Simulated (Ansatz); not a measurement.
**Ligand exchange: Cd(CH3)F + BH2(NH2) → Cd(CH3)(NH2) + BH2F**

Species: Cd(CH3)F, singlet; BH2(NH2), singlet; Cd(CH3)(NH2), singlet; BH2F `BF`, singlet. The partners trade F for NH2: Cd–F and B–NH2 bonds give way to Cd–NH2 and B–F.

Shapes, held fixed at every level: PBE0-D4/def2-TZVP. Programs: Ansatz 0.2.0. Electronic energies: no zero-point or thermal term.

Estimate ΔE of this reaction.

The highest level, CCSD(T)/def2-TZVPP, gives ΔE = +59.3 kJ/mol; the levels span +59.3 to +77.8. The column of differences is taken from that level and isn't an error. No measured value is set beside it here. For atoms past krypton def2 sets carry core potentials with scalar relativity. Outer-core shells of Cd are correlated, in sets that cover them unevenly. Times are processor times on shared x86 and Arm servers, and rough.

```csv
level,kind,ΔE (kJ/mol),less CCSD(T)/def2-TZVPP,CPU time (sum over the molecules)
HF/def2-SVP,Hartree–Fock,+77.8,+18.5,–
B3LYP-D4/def2-TZVPP,global hybrid,+73.7,+14.4,14 s
BHLYP-D4/def2-TZVPP,global hybrid,+71.6,+12.3,11 s
r2SCAN0-D4/def2-TZVPP,global hybrid,+72.4,+13.1,18 s
wB97X-V/def2-TZVPP,range-separated hybrid,+72.2,+12.9,31 s
MP2/def2-SVP,perturbation theory,+62.0,+2.7,–
CCSD(T)/def2-SVP,coupled cluster or CI,+66.4,+7.1,20 s
CCSD(T)/def2-TZVPP,coupled cluster or CI,+59.3,0.0,5.4 min
```
